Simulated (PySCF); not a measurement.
**Diatomic cations of Li with the chalcogens**

PBE0 with double-zeta basis sets in PySCF, for the lowest determinant that a PBE0 search found; no spin–orbit coupling. De refers to high-spin ground-configuration atoms (the charge goes to the atom of lower measured ionisation energy or higher electron affinity, which is not always the lowest computed limit). A positive dipole points towards Li; it is taken about the centre of mass and depends on that origin.

```csv
M,basis,charged atom,state (unpaired electrons),Re (Å),ωe (cm⁻¹),De (eV),μ (D)
O,x2c-SVPall,Li+,triplet (π ↑↑),2.091,354,0.60,6.33
S,def2-SVP,Li+,triplet (π ↑↑),2.508,320,0.88,8.08
Se,def2-SVPD,Li+,triplet (π ↑↑),2.585,315,0.91,8.84
Te,cc-pVDZ/cc-pVDZ-PP,Li+,triplet (π ↑↑),2.794,302,1.05,9.37
```

The shortest bond is that of LiO⁺ (2.091 Å), the longest that of LiTe⁺ (2.794 Å).

The rows differ in basis set, which adds steps of its own.

Down a group the atoms grow and get heavier, so bonds lengthen and wavenumbers fall; this series shows no clear exception.

These are scalar-relativistic numbers at best; spin–orbit coupling would shift them, the dissociation energy most. For an ion De counts to the pair picked by the measured ionisation energies or electron affinities, which need not be the lowest pair at this level. States were picked by a PBE0 search and need not be the measured ground states.
